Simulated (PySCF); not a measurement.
**A small calculation by hand: chemical shift, span and skew from a shielding tensor**

p-cresol (C₇H₈O), SMILES c1c(C)ccc(c1)O. Atoms are numbered in the order given.

```xyz
16

C      0.0174    -2.8913     0.0000
C      0.0137    -1.3804     0.0000
C      1.2003    -0.6435     0.0000
C      1.1922     0.7544     0.0000
C     -0.0208     1.4460     0.0000
O     -0.0942     2.8040     0.0000
C     -1.2218     0.7250     0.0000
C     -1.1949    -0.6653     0.0000
H     -0.4984    -3.2922    -0.8878
H      1.0435    -3.2879     0.0000
H     -0.4984    -3.2922     0.8878
H      2.1610    -1.1681     0.0000
H      2.1375     1.3084     0.0000
H      0.7983     3.1677     0.0000
H     -2.1649     1.2767     0.0000
H     -2.1424    -1.2144     0.0000
```
Charge 0, spin multiplicity 1.

Geometry optimised at ωB97X-D3(BJ)/def2-SVP. One conformer was computed; it need not be the lowest.

GIAO shieldings from HF/pcSseg-1 in PySCF, non-relativistic, no solvent. The symmetric part of the tensor of C1 has the principal values 151.8, 166.9, 192.4 ppm. The same nucleus in TMS has σ = 192.6 ppm at this level (PySCF, at its B3LYP-D3(BJ)/def2-TZVP geometry).

Question: Work out the isotropic shielding, the ¹³C shift against TMS, the span and the skew.

Answer: 
σ(iso) = (σ11 + σ22 + σ33)/3 = 170.4 ppm. δ = σ(ref) − σ(iso) = 192.6 − (170.4) = 22.2 ppm.
Span Ω = σ33 − σ11 = 40.6 ppm. Skew κ = 3(σ(iso) − σ22)/Ω = 0.26. Tumbling in solution averages the tensor to δ; in a static solid the shielding alone would spread this spin-1/2 line over Ω.
